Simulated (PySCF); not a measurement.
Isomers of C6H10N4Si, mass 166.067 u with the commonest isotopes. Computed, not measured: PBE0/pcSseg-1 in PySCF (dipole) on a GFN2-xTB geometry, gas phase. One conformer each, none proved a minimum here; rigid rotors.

Question: Order these by dipole moment, largest first.
A. `[CH3:1][c:2]1[n:3][n:4]([SiH:5]([CH3:6])[CH3:7])[n:8][c:9]1[C:10]#[N:11]` with N3–N4–Si5–C6 143°
B. `C[Si](n1nc(C#N)cn1)(C)C`
C. `C[Si](C)(C)c1c(nn[nH]1)C#N`

Answer: C (6.99 D), B (5.43 D), A (5.06 D).

Question: Order these by rotational constant A, largest first.
A. `[CH3:1][c:2]1[n:3][n:4]([SiH:5]([CH3:6])[CH3:7])[n:8][c:9]1[C:10]#[N:11]` with N3–N4–Si5–C6 143°
B. `C[Si](C)(C)N1N=CC(C#N)=N1`
C. `C[Si](C)(c1c(nn[nH]1)C#N)C`

Answer: B (2007 MHz), A (1852 MHz), C (1232 MHz).

Question: Order these by out-of-plane moment Σ m c² = (Ia + Ib − Ic)/2, largest first.
A. `C[Si](C)(C)c1[nH]nnc1C#N`
B. `[CH3:1][c:2]1[n:3][n:4]([SiH:5]([CH3:6])[CH3:7])[n:8][c:9]1[C:10]#[N:11]` with N3–N4–Si5–C6 143°
C. `C[Si](C)(C)n1ncc(C#N)n1`

Answer: C (84.30 u·Å²), A (83.68 u·Å²), B (20.82 u·Å²).

| SMILES | point group | Ia (u·Å²) | Ib (u·Å²) | Ic (u·Å²) | κ | μa (D) | μb (D) | μc (D) |
| --- | --- | --- | --- | --- | --- | --- | --- | --- |
| C[Si](C)(C)n1ncc(C#N)n1 | near Cs | 251.79 | 926.66 | 1009.85 | -0.94 | 5.31 | 1.15 | 0.00 |
| C[Si](C)(C)c1[nH]nnc1C#N | Cs | 410.04 | 605.13 | 847.81 | -0.25 | 6.12 | 3.38 | 0.00 |
| Cc1nn([SiH](C)C)nc1C#N | C1 | 272.93 | 862.24 | 1093.53 | -0.82 | 4.45 | 2.37 | 0.47 |
